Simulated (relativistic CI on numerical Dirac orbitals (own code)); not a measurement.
## Spin-allowed bands of a d8 ion in a tetrahedral site, by hand

Problem. Take Δ = 6000 cm⁻¹ and B = 580 cm⁻¹ for a d8 ion in a tetrahedral site. Calculate the three spin-allowed bands.

Working.
1. The terms of highest spin are 3F (energy 0) and 3P (15B = 8700 cm⁻¹). Here the F term splits into A2 at +1.2Δ = 7200, T2 at +0.2Δ = 1200 and T1 at −0.6Δ = -3600 cm⁻¹.
2. The two T1 states mix through the element 0.4Δ: H = [[-3600, 2400], [2400, 8700]], with roots ½(H₁₁ + H₂₂) ∓ ½√[(H₂₂ − H₁₁)² + 4H₁₂²] = ½(5100) ∓ ½(13203) = -4052 and 9152 cm⁻¹.
3. The ground term is 3T1 at -4052 cm⁻¹.
4. Bands: 3T2 5252 cm⁻¹ (1904 nm), 3A2 11252 cm⁻¹ (889 nm), 3T1(P) 13203 cm⁻¹ (757 nm).

Check. Exact diagonalisation of the whole d8 shell with these parameters gives 3T2 5252, 3A2 11252, 3T1 13203 cm⁻¹. The match is exact, since without spin-orbit coupling no other term has this spin. The ratio of the second band to the first, 2.142, depends on Δ/B = 10.3 alone, which is how a Tanabe-Sugano diagram is read.
